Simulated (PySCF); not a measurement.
Dipole response of Ni (nickel, neutral)

[Ar] 3d8 4s2, high-spin 3F determinant. Calculation: PySCF 2.14, in x2c-TZVPPall with one added diffuse shell each of s, p, d, f type (7s6p5d3f1g, 80 functions); scalar relativity by spin-free X2C-1e. Coupled (time-dependent) response in atomic units; α is the mean over directions.

```csv
method,mean α (bohr³),C₆ (like pair),S(−4)
wB97X-V,50.26,410.2,1294
TPSS,48.14,391.2,1170
```

S(−4) is the Cauchy moment in α(ω) = α(0) + S(−4) ω² + …

Reference α: 49 ± 3 bohr³ (recommended; Schwerdtfeger and Nagle, table of static dipole polarizabilities (2023 update)). Published C₆: 373.0 (Chu and Dalgarno (2004); Tang, Norbeck and Certain (1976)).

α(iu) at wB97X-V:

```json
{"u (hartree)": "0", "α(iu) (bohr³)": "50.26"}
{"u (hartree)": "0.0500", "α(iu) (bohr³)": "47.24"}
{"u (hartree)": "0.100", "α(iu) (bohr³)": "40.21"}
{"u (hartree)": "0.200", "α(iu) (bohr³)": "25.99"}
{"u (hartree)": "0.300", "α(iu) (bohr³)": "17.14"}
{"u (hartree)": "0.500", "α(iu) (bohr³)": "9.105"}
{"u (hartree)": "0.750", "α(iu) (bohr³)": "5.367"}
{"u (hartree)": "1.00", "α(iu) (bohr³)": "3.695"}
{"u (hartree)": "1.50", "α(iu) (bohr³)": "2.184"}
{"u (hartree)": "2.00", "α(iu) (bohr³)": "1.499"}
{"u (hartree)": "3.00", "α(iu) (bohr³)": "0.8714"}
{"u (hartree)": "5.00", "α(iu) (bohr³)": "0.4209"}
```

A single London oscillator, α(iu) = α/(1 + u²/ω²), gives C₆ = (3/4) ω α². Matching the computed C₆ needs ω = 4 × 410.2 / (3 × 50.26²) = 0.217 hartree.
